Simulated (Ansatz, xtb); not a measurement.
## Two structures of BClFHNO−

Structure I: `[O-]NB(F)Cl`, a singlet. Structure II: a singlet given by its coordinates. Both are isolated ions in the gas phase, relaxed with B3LYP-D3(BJ)/def2-SVPD; the shapes shown needn't be the lowest conformers.

I (Å):

```xyz
6

B     1.0151    0.5142   -0.7353
Cl    0.7884    2.2677   -0.1748
F     1.7139   -0.2611    0.1326
N     0.4897    0.1182   -1.9366
O     0.5467   -1.1067   -2.5172
H    -0.0144    0.8220   -2.4816
```

II (Å):

```yaml
atoms:
  - { symbol: B, position_ang: [-1.1272, -0.8703, -0.4599] }
  - { symbol: Cl, position_ang: [-0.2652, -2.5611, -0.7522] }
  - { symbol: F, position_ang: [-1.7988, -0.9389, 0.7695] }
  - { symbol: N, position_ang: [-0.4342, 0.3638, -0.9252] }
  - { symbol: O, position_ang: [-1.7217, -0.2278, -1.5596] }
  - { symbol: H, position_ang: [-0.8111, 1.1406, -0.3692] }
```

Close contacts (Å): B1–Cl2 1.92, B1–F3 1.40, B1–N4 1.49, B1–O5 1.41, N4–O5 1.55, N4–H6 1.03.

Which of the two would you expect CCSD(T)/def2-SVPD + ΔMP2/def2-TZVPPD electronic energies to favour?

Structure II; the calculation gives E(II) − E(I) = −1.004 eV.

Level by level:

```csv
level,geometry,E(II) − E(I) (eV),departure from the last row (eV),"job, with rough time for the two"
GFN2-xTB,GFN2-xTB,−1.102,−0.098,"optimisation, 0.14 s"
HF/STO-3G,GFN2-xTB,−2.819,−1.815,"single point, 0.22 s"
r2SCAN-D4/def2-SVPD,GFN2-xTB,−0.711,+0.293,"single point, 3.6 s"
B3LYP-D3(BJ)/def2-SVPD,B3LYP-D3(BJ)/def2-SVPD,−0.702,+0.301,"optimisation, 34 s"
HF/def2-SVPD,B3LYP-D3(BJ)/def2-SVPD,−0.828,+0.176,part of the CCSD(T) run
MP2/def2-SVPD,B3LYP-D3(BJ)/def2-SVPD,−0.926,+0.078,part of the CCSD(T) run
CCSD(T)/def2-SVPD,B3LYP-D3(BJ)/def2-SVPD,−0.893,+0.111,single point
CCSD(T)/def2-SVPD + ΔMP2/def2-TZVPPD,B3LYP-D3(BJ)/def2-SVPD,−1.004,,"single point, 41 s"
```

The levels shown agree on the order. The largest departure from CCSD(T)/def2-SVPD + ΔMP2/def2-TZVPPD is that of HF/STO-3G, 1.815 eV. The last row adds to CCSD(T) the change of the MP2 difference between the two basis sets, here −0.111 eV.

With harmonic frequencies from B3LYP-D3(BJ)/def2-SVPD (ideal gas, rigid rotor, one conformer each, 298.15 K, 1 atm): the zero-point term adds −0.011 eV; ΔH is −1.023 and ΔG −1.000 eV.

The correlated steps freeze 9 core orbitals. Mirror images aren't counted in ΔG. Programs: Ansatz 0.2.0, xtb 6.7.1; the last row on 2 threads of Arm Neoverse V1 on a shared host.
